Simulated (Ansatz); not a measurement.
Stepwise reaction of `[NH2][Ga]([Br])[Br]` with hydrogen, as a gas-phase model of exchange steps in deposition or etching. ΔE in kJ/mol; ΔG adds harmonic PBE0-D4 terms to CCSD(T)/CBS, at 1 bar.

Computed with Ansatz on PBE0-D4/def2-TZVP structures; ΔE is electronic, products minus reactants. CCSD(T)/CBS adds triple-zeta CCSD(T) − MP2 to the extrapolated MP2 energy (def2 sets, frozen cores). This one scheme is used for every species. DFT in def2-TZVPP. B3LYP here is the variant with VWN-RPA as its local correlation; programs differ in this. For Br, Ga outer-core shells are correlated without core-valence functions, which leaves a few kJ/mol of doubt a bond. Scalar relativity is left out up to krypton. One conformer a species, not always the lowest.

| step | reaction | PBE-D4 | B3LYP-D4 | ωB97M-V | CCSD(T)/CBS | ΔG(400 K) |
| --- | --- | --- | --- | --- | --- | --- |
| 1 | `[NH2][Ga]([Br])[Br]` + H₂ → `[NH2][GaH][Br]` + HBr | 98.8 | 101.4 | 99.1 | 103.4 | 99.2 |

Problem. Give the row of step 2, `[NH2][GaH][Br]` + H₂ → `[NH2][GaH2]` + HBr. (Estimate.)

Solution. Ansatz gave: 
```json
{"step": "2", "reaction": "`[NH2][GaH][Br]` + H₂ → `[NH2][GaH2]` + HBr", "PBE-D4": "114.1", "B3LYP-D4": "116.3", "ωB97M-V": "115.6", "CCSD(T)/CBS": "119.2", "ΔG(400 K)": "115.8"}
```

Problem. By hand: ΔE of the 2 steps together at CCSD(T)/CBS.

Solution. (103.4) + (119.2) = 222.6 kJ/mol, or 111.3 kJ/mol a step.

In ΔE each step is higher than the one before. All are uphill at CCSD(T)/CBS. ΔG lies between 99.2 and 115.8 kJ/mol a step. PBE-D4 differs from CCSD(T)/CBS by -5.1 to -4.6 kJ/mol a step. Isolated molecules leave out the surface, adducts and barriers. Largest T1 diagnostic: 0.014.
